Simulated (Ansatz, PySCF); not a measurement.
Bond stretch in LiNa, singlet.

- UKS-PBE = unrestricted PBE/aug-cc-pVDZ (Ansatz, a program for electronic structure)
- RMP2/6-31G* = PySCF with restricted MP2 (frozen core)/6-31G*, spherical d
- RKS-B3LYP/6-311+G** = restricted B3LYP/6-311+G**, spherical d (PySCF 2.14.0)

Total energies in hartree (comparable only within one method and basis):

```tsv
R / Å	UKS-PBE	RMP2/6-31G*	RKS-B3LYP/6-311+G**
2.31	-169.63785	-169.28122	-169.79601
2.49	-169.64463	-169.28818	-169.80267
2.62	-169.64755	-169.29154	-169.80551
2.73	-169.64901	-169.29343	-169.80689
2.81	-169.64958	-169.29430	-169.80740
2.93	-169.64982	-169.29490	-169.80753
3.04	-169.64950	-169.29481	-169.80709
3.08	-169.64927	-169.29465	-169.80683
3.22	-169.64811	-169.29363	-169.80553
3.36	-169.64651	-169.29205	-169.80378
3.64	-169.64246	-169.28776	-169.79945
3.87	-169.63884	-169.28365	-169.79550
4.43	-169.63107	-169.27326	-169.78592
4.92	-169.62622	-169.26512	-169.77857
5.39	-169.62325	-169.25877	-169.77276
5.93	-169.62137	-169.25336	-169.76752
6.33	-169.62067	-169.25061	-169.76450
7.19	-169.62011	-169.24800	-169.75992
7.91	-169.62000	-169.24880	-169.75752
8.90	-169.61996	-169.25331	-169.75550
```

The unrestricted determinant behind UKS-PBE is spin-contaminated at 3.87 to 8.90 Å (<S²> up to 1.0, against 0.00 for a pure singlet). The restricted form behind RMP2/6-31G*, RKS-B3LYP/6-311+G** keeps the bonding electrons paired and can't separate into open-shell fragments.
